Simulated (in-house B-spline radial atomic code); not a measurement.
Values are calculated unless marked as measured or tabulated.
Extrapolating the RPA correlation energy in partial waves: the tellurium ion Te⁶⁺

All-electron RPA on PBE orbitals from an all-electron radial atomic-structure program (B-spline basis), scalar-relativistic (spin-free one-electron X2C), finite nucleus, configuration [Kr] 4d10. With empty states up to angular momentum L the sums are:

```tsv
L	E_c(L) (hartree)
4	-3.099069
5	-3.365227
6	-3.496555
7	-3.566983
```

For large l each further wave adds A/(l + 1/2)⁴, because the basis must build the cusp where two electrons meet.

(1) Estimate the limit from L = 6 and L = 7.

(2) How good is the estimate?

Results:

(1) Wave 7 adds -0.070428, against a sum of (l + 1/2)⁻⁴ of 3.16049e-04, so A = -222.84. The sum over l > 7 is ζ(4, 8.5) = 6.4602e-04, close to 1/(3 × 8³) = 6.5104e-04. The tail is -0.143959 and the limit -3.71094 hartree.

(2) A run to L = 11 sums to -3.65153 and extrapolates to -3.68278 hartree, 2.45 millihartree from the run before, so it has not settled and is itself too deep. The estimate differs from that by -28.16 millihartree, while the bare sum at L = 7 misses 115.8 millihartree (3.1 %).
